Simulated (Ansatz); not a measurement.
The same path of CH₅BrClGeN (10 atoms, charge 0, multiplicity 1) was run twice with different band settings. The coordinate that changes most is the height of N1 over the plane of its neighbours.

Method: RKS PBE-D4/def2-SVP in Ansatz.

Relaxed end points:

```xyz
10
Properties=species:S:1:pos:R:3
N -0.109 0.787 1.305
C -0.679 0.470 0.014
Ge 0.365 -0.965 -0.850
Cl 0.193 -2.828 0.257
Br 2.595 -0.270 -0.779
H 0.830 1.192 1.196
H -0.683 1.475 1.805
H -1.704 0.056 0.134
H -0.747 1.295 -0.745
H 0.023 -1.264 -2.334
```

```xyz
10
Properties=species:S:1:pos:R:3
N -0.269 1.018 1.227
C -0.713 0.648 -0.092
Ge 0.322 -0.886 -0.866
Cl 0.174 -2.454 0.661
Br 2.554 -0.179 -0.894
H 0.719 1.305 1.214
H -0.335 0.219 1.871
H -1.780 0.340 -0.079
H -0.618 1.498 -0.799
H 0.029 -1.561 -2.240
```

Common settings: spring 5.0 eV/Å²; optimiser quadratic models (default); start path through a guess of the saddle point; force threshold 0.05 eV/Å; iteration limit 60; end points relaxed.

| run | movable images | climbing image |
| --- | --- | --- |
| 1 | 7 | yes |
| 2 | 2 | no |

**Question.** What does each run give, and how far can it be trusted?

**Answer.** Run 1: converged after 11 iterations, highest image 0.094 eV above the first end. A vibrational analysis at the climbing image gives one clearly imaginary mode, 530i cm⁻¹: a first-order saddle point.
Run 2: converged after 11 iterations, highest image 0.031 eV above the first end. No image climbed, so the highest image needn't sit at the top of the path. A band with more images between the same ends climbed to 0.09 eV, so this one has probably stepped over the top. So few images can step over the top or miss a turn of the path.
